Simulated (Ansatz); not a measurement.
Species: sum formula H5Si2O3 (charge 0, doublet). It need not be the lowest isomer of its formula. SMILES: O[Si](O)(O)[SiH2]
Geometry from a B3LYP-D3(BJ)/def2-TZVP (Ansatz, a program for electronic structure) optimisation:
```xyz
10

O     -0.5528    -1.6087    -0.5511
Si    -0.3412    -0.1350     0.1346
O     -1.6226     0.8275    -0.2247
O     -0.3325    -0.1806     1.7872
Si     1.6402     0.6508    -0.8037
H     -1.4043    -2.0434    -0.4407
H     -1.9287     1.4170     0.4701
H      0.3884    -0.6426     2.2230
H      2.8006    -0.2643    -0.6463
H      2.0203     2.0072    -0.3293
```
Charge 0, spin multiplicity 2.

Wanted: atomisation energy (electronic, to ground-state atoms), in kcal/mol. Correlated levels leave the core frozen unless marked. UHF or UKS for open shells. Spin-orbit coupling is left out. Non-relativistic. The coupled-cluster limit lacks core correlation, which all-electron functionals hold. Basis-set limits of correlation are two-point, X^-3; Hartree-Fock from the larger set. The bracket is a focal-point correction in the basis named.

```
level                                                                 program  atomisation energy (kcal/mol)
-------------------------------------------------------------  --------------  -----------------------------
B97M-V/def2-TZVPD                                                      Ansatz                          865.7
B3LYP/def2-TZVPD                                                       Ansatz                          851.2
PBE0-D3(BJ)/def2-TZVP                                          Ansatz + dftd3                          853.1
BHLYP-D4/def2-TZVPD                                            Ansatz + dftd4                          830.9
r2SCANh-D4/def2-TZVPD                                          Ansatz + dftd4                          860.9
r2SCANh/def2-TZVPD                                                     Ansatz                          859.4
r2SCAN0-D4/def2-TZVPD                                          Ansatz + dftd4                          849.4
B2GP-PLYP-D3(BJ)/def2-TZVPD                                    Ansatz + dftd3                          854.3
B2GP-PLYP-D4/def2-TZVPD                                        Ansatz + dftd4                          852.0
B2PLYP-D4/def2-TZVPD                                           Ansatz + dftd4                          854.8
RPA@PBE/cc-pV(T+d)Z                                                    Ansatz                          800.1
MP2/6-31G*                                                             Ansatz                          777.6
SCS-MP2/STO-3G                                                         Ansatz                          702.4
SCS-MP2/6-31G*                                                         Ansatz                          766.4
CCSD/cc-pV(D+d)Z                                                       Ansatz                          765.1
CCSD/cc-pV(Q+d)Z                                                       Ansatz                          846.7
CCSD(T)/6-31G                                                          Ansatz                          639.1
CCSD(T)/cc-pwCVTZ                                                      Ansatz                          844.1
RI-MP2/CBS(cc-pV(T+d)Z,cc-pV(Q+d)Z)+[CCSD(T)-MP2]/cc-pV(T+d)Z          Ansatz                          872.9
RI-MP2/CBS(cc-pV(T+d)Z,cc-pV(Q+d)Z)+[CCSD(T)-MP2]/cc-pV(Q+d)Z          Ansatz                          872.9
CCSD(T)/CBS(cc-pV(T+d)Z,cc-pV(Q+d)Z)                                   Ansatz                          873.0
```
